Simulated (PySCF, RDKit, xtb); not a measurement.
Dimer: HF (SMILES F) (first 2 atoms) with N2 (SMILES N#N); geometry from B3LYP-D3(BJ)/def2-TZVP, rigid monomers moved along the line of their centres of mass till H2···N4 is 2.84 Å.
(charge 0, multiplicity 1):
```xyz
4

F     -0.3906    -0.2074    -0.6506
H     -0.2831    -0.1725     0.2706
N      0.1737    -0.0271     4.1755
N      0.0470    -0.0670     3.0939
```

Counterpoise-corrected where a basis set is named; no monomer relaxation. Rows marked so take none. RDKit's UFF carries no charges.

Rows in 3-21G carry no dispersion term and start afresh at each structure.

Run with PySCF for 3-21G rows; RDKit for the force fields; xtb for the GFN methods. 

**Question.** One of these levels gives -0.92 kcal/mol for the interaction energy. Name it.
A. GFN-FF
B. UFF
C. B3LYP/3-21G (no counterpoise)

**Answer.** A, GFN-FF. The others give -0.07 (UFF), -2.11 (B3LYP/3-21G (no counterpoise))
